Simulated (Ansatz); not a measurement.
`CO[SiH2]N[SiH3]` → `[SiH3]N[SiH3]` + `C=O`  (β-hydride elimination)

Computed with Ansatz on PBE0-D4/def2-TZVP structures; ΔE is electronic, products minus reactants. CCSD(T)/CBS is the MP2 limit (def2-TZVPP, def2-QZVPP) plus CCSD(T) − MP2 in def2-TZVPP, frozen cores. This one scheme is used for every species. Functionals use def2-TZVPP. B3LYP here is the variant with VWN-RPA as its local correlation; programs differ in this. One conformer a species, not always the lowest.

Problem. Is it downhill or uphill in electronic energy at CCSD(T)/CBS, and by how much? (An estimate is asked.)

Solution. The calculation gave: Uphill: ΔE = +2.23 eV.

Problem. What do these levels give: PBE-D4, B3LYP-D4, ωB97X-V, ωB97M-V, r2SCAN, PBE0, B3LYP, HF/def2-TZVPP, MP2/def2-TZVPP, CCSD/def2-TZVPP, MP2/CBS(def2), CCSD/CBS(def2)? (An estimate is asked.)

Solution. Computed: PBE-D4 2.14, B3LYP-D4 2.15, ωB97X-V 2.24, ωB97M-V 2.24, r2SCAN 2.26, PBE0 2.21, B3LYP 2.02, HF/def2-TZVPP 2.02, MP2/def2-TZVPP 2.26, CCSD/def2-TZVPP 2.17, MP2/CBS(def2) 2.34, CCSD/CBS(def2) 2.24 eV.

Largest T1 diagnostic among the species: 0.015.

The D4 term adds +0.13 eV with B3LYP and +0.07 eV with PBE0; it sums over pairs of atoms, weighted by their polarisabilities, and B3LYP, whose exchange is more repulsive, gets the larger term. From PBE to PBE0 (25 % exact exchange), in def2-TZVPP and without D4, ΔE moves by +0.16 eV.
